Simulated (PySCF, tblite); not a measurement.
Task: Write Cartesian coordinates for `C#Cc1c(C)nn(C)c1F` as optimised with GFN2-xTB.

Result: 
```xyz
17
C7H7FN2 angstrom
C      2.6794    2.0668   -0.8557
C      1.7155    1.4117   -0.5690
C      0.5968    0.6321   -0.2336
C      0.5602   -0.7446    0.1185
C      1.7158   -1.6695    0.2265
N     -0.6766   -1.1289    0.3628
N     -1.4647   -0.0627    0.1882
C     -2.8853   -0.1367    0.3753
C     -0.7307    1.0078   -0.1688
F     -1.3263    2.1788   -0.3970
H      3.5194    2.6420   -1.1057
H      1.3584   -2.6946    0.2436
H      2.3939   -1.5258   -0.6121
H      2.2685   -1.4739    1.1450
H     -3.1968    0.4955    1.2095
H     -3.4051    0.1884   -0.5276
H     -3.1294   -1.1744    0.5902
```

Orientation and origin are arbitrary. Atoms count from 1 in this order. The 5-membered ring C3–C4–N6–N7–C9 has internal angles of 103.1° to 110.6°; it is planar, 0.00 Å rms from its mean plane, widest ring torsion 0°. The C–C distances run from 1.200 Å (C1≡C2, drawn triple) to 1.484 Å (C4–C5, drawn single), a spread of 0.284 Å. The 10 heavy atoms lie in one plane (0.004 Å rms). N7 (pyrrole-type nitrogen) is planar (angles 128.0°, 121.7° and 110.3°, sum 360.0°, 0.00 Å off the plane of its three neighbours).

Bonds between heavy atoms (Å): C1≡C2 1.200, C2–C3 1.404, C3–C4 1.422, C4–C5 1.484, C4–N6 1.318, N6–N7 1.337, N7–C8 1.435, N7–C9 1.346, C9–F10 1.333, C3–C9 1.381.

The geometry is computed with GFN2-xTB (gas phase).

Its GFN2-xTB frequencies are all real (lowest 38 cm⁻¹).
